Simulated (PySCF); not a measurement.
Excited states of Mg (magnesium, neutral)

Ground state [Ne] 3s2, ¹S. Computed with PySCF 2.14 in x2c-TZVPall with one added diffuse shell each of s, p, d type (6s5p4d, 41 functions), with the spin-free X2C one-electron Hamiltonian (Gaussian nucleus). Vertical excitation energies in eV without spin-orbit coupling; excited terms of each kind are numbered among those the solver found. Frozen: [He] 2s2.

```tsv
term	leading excitation	EOM-EE-CCSD	measured centre of gravity (NIST)
1 3P°	3s → p	2.682	2.714 (3s3p)
1 1P°	3s → p	4.377	4.346 (3s3p)
1 3S	3s → s	5.073	5.108 (3s4s)
1 1S	3s → s	5.383	5.394 (3s4s)
1 1D	3s → d	5.791	5.753 (3s3d)
1 3D	3s → d	5.992	5.946 (3s3d)
2 3P°	3s → p	6.014	n/a
2 1P°	3s → p	6.366	n/a
2 1D	3s → d	7.115	n/a
2 3S	3s → s	8.187	n/a
2 3D	3s → d	8.312	n/a
```

Doubly excited terms such as np² are absent. The solver can miss terms. Rydberg members are limited by the diffuse functions of the basis.
